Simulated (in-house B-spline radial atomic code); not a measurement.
Binding energies in neutral silicon

NIST's tabulated ground configuration is [Ne] 3s2 3p2; each binding energy is the energy of the ion with one electron taken from that subshell, relaxed, less that of the parent. Computed with a B-spline radial code for spherical atoms: Dirac-Hartree-Fock, average of configuration, Fermi nucleus of rms radius 3.1224 fm. Energies include first-order Breit, QED and recoil terms.

```json
{"subshell": "1s", "X-ray name": "K", "binding energy (eV)": "1848.7", "-ε (eV)": "1877.6", "relaxation (eV)": "27.5"}
{"subshell": "2s", "X-ray name": "L1", "binding energy (eV)": "161.4", "-ε (eV)": "168.4", "relaxation (eV)": "7.0"}
{"subshell": "3s", "X-ray name": "M1", "binding energy (eV)": "14.01", "-ε (eV)": "14.84", "relaxation (eV)": "0.83"}
{"subshell": "3p", "X-ray name": "M2,3", "binding energy (eV)": "7.1", "-ε (eV)": "7.57", "relaxation (eV)": "0.47"}
```

Relaxation = -ε minus the binding energy without Breit, QED and recoil terms.

(1) What does it cost to remove two 2s electrons?

(2) What does it cost to remove two 3p electrons?

(3) What does it cost to remove two 3s electrons?

Results:

(1) 354.72 eV, which is 31.96 eV more than the two single binding energies together.

(2) 22.799 eV, which is 8.591 eV more than the two single binding energies together.

(3) 38.533 eV, which is 10.51 eV more than the two single binding energies together.
